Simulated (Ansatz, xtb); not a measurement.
Two isomers of CH6GeN2Si

We compare X, `N#C[Si@@H](N)[GeH3]`, a singlet, with Y, `N#[C][Ge@@H]([NH2])[SiH3]`, a singlet. Both are isolated molecules in the gas phase, relaxed with B3LYP/def2-SVP; the shapes shown needn't be the lowest conformers.

X (Å):

```xyz
11

C    -0.5681    0.1705   -1.3342
Ge    1.7501   -0.1572    1.1956
N    -0.6782    0.7845   -2.3152
N    -0.3161   -2.5519   -0.0455
Si   -0.3321   -0.8482    0.2334
H    -1.5091   -0.5157    1.0777
H    -1.1754   -3.0336   -0.2972
H     0.4855   -2.9888   -0.4913
H     1.8325    1.3798    1.2675
H     2.9182   -0.6802    0.3323
H     1.8885   -0.7397    2.6173
```

Y (Å):

```xyz
11

C     1.5088   -0.2610   -1.5449
Ge    1.0886   -1.0649    0.1819
N     1.6981    0.2135   -2.5881
N     1.6931    0.1367    1.4430
Si   -1.2717   -1.5619    0.1365
H     1.9804   -2.3147    0.3072
H     1.1125    0.9617    1.5837
H     1.8977   -0.2824    2.3487
H    -2.0378   -0.2897    0.0044
H    -1.5866   -2.4664   -1.0055
H    -1.6427   -2.2273    1.4199
```

Which of the two would you expect CCSD(T)/def2-SVP + ΔMP2/def2-TZVPP electronic energies to favour?

Structure X; the calculation gives E(Y) − E(X) = +14.3 kcal/mol.

The same difference at several levels:

```csv
level,geometry,E(Y) − E(X) (kcal/mol),departure from the last row (kcal/mol),"job, with rough time for the two"
GFN2-xTB,GFN2-xTB,+3.0,−11.4,"optimisation, 0.19 s"
HF/STO-3G,GFN2-xTB,+7.0,−7.3,"single point, 0.66 s"
r2SCAN-D4/def2-SVP,GFN2-xTB,+15.1,+0.8,"single point, 3.3 s"
B3LYP/def2-SVP,B3LYP/def2-SVP,+15.1,+0.8,"optimisation, 79 s"
HF/def2-SVP,B3LYP/def2-SVP,+15.5,+1.2,part of the CCSD(T) run
MP2/def2-SVP,B3LYP/def2-SVP,+14.8,+0.5,part of the CCSD(T) run
CCSD(T)/def2-SVP,B3LYP/def2-SVP,+14.2,−0.1,single point
CCSD(T)/def2-SVP + ΔMP2/def2-TZVPP,B3LYP/def2-SVP,+14.3,,"single point, 53 s"
```

As drawn, Y has 1 C–Ge, 1 Ge–N, 2 Si–H in place of 1 C–Si, 1 N–Si, 2 Ge–H.

The levels shown agree on the order. The largest departure from CCSD(T)/def2-SVP + ΔMP2/def2-TZVPP is that of GFN2-xTB, 11.4 kcal/mol. A small imaginary or near-zero mode remains, so no thermal terms are given. The last row adds to CCSD(T) the change of the MP2 difference between the two basis sets, here +0.1 kcal/mol.

The correlated steps freeze 17 core orbitals; the filled d shell of Ge is correlated, in a basis made for valence electrons. Programs: Ansatz 0.2.0, xtb 6.7.1; the last row on 2 threads of Intel(R) Xeon(R) Platinum 8488C (Sapphire Rapids) on a shared host.
